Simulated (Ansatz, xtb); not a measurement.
## CH2ClGe+: 3 structures ranked

3 gas-phase structures of CH2ClGe+, found in a search over its isomers (lower ones may exist). Each was relaxed with GFN2-xTB:

A. a singlet given by its coordinates
B. a singlet given by its coordinates
C. `Cl[C+]=[GeH2]`, a singlet

B (Å):

```yaml
atoms:
  - { symbol: C, position_ang: [-0.7377, -2.0214, 0.1404] }
  - { symbol: Cl, position_ang: [-1.1345, -1.5904, -1.5890] }
  - { symbol: Ge, position_ang: [0.3354, -3.2171, -1.0630] }
  - { symbol: H, position_ang: [-0.3004, -1.1604, 0.6517] }
  - { symbol: H, position_ang: [-1.6360, -2.3673, 0.6573] }
```

Close contacts (Å): C1–Cl2 1.83, C1–Ge3 2.01, Cl2–Ge3 2.25, C1–H4 1.09, C1–H5 1.09.

A (Å):

```xyz
5

C    -1.3411   -1.3809   -0.3062
Cl    1.7324   -3.4234    0.5155
Ge   -0.0598   -2.7521   -0.1803
H    -1.4928   -1.0914   -1.3580
H    -2.3024   -1.7094    0.1204
```

Close contacts (Å): C1–Ge3 1.88, Cl2–Ge3 2.04, C1–H4 1.10, C1–H5 1.10.

**Question.** Make a reasoned guess at their ranking by r2SCAN-D4/def2-SVP single-point energy.

**Answer.** Calculated order at r2SCAN-D4/def2-SVP: B (0.0), A (26.5), C (78.3) kcal/mol.

Energies above the lowest of each column, in kcal/mol; the last columns are at PBE0-D3(BJ)/def2-SVP geometries and were run for some of them only (a dash: not run or not comparable):

```csv
structure,GFN2-xTB,HF/STO-3G,r2SCAN-D4/def2-SVP,PBE0-D3(BJ)/def2-SVP,CCSD(T)/def2-TZVPP
B,0.0,0.0,0.0,0.0,0.0
A,22.8,40.3,26.5,29.0,23.5
C,96.3,109.3,78.3,–,–
```

Every level run on B puts it lowest or level with the lowest. Some further structures that were screened fall inside this span and aren't listed. Frequencies (PBE0-D3(BJ)/def2-SVP) were run for A, B alone. Large T1 diagnostics make some coupled-cluster values less sure.

Programs: Ansatz 0.2.0, xtb 6.7.1.
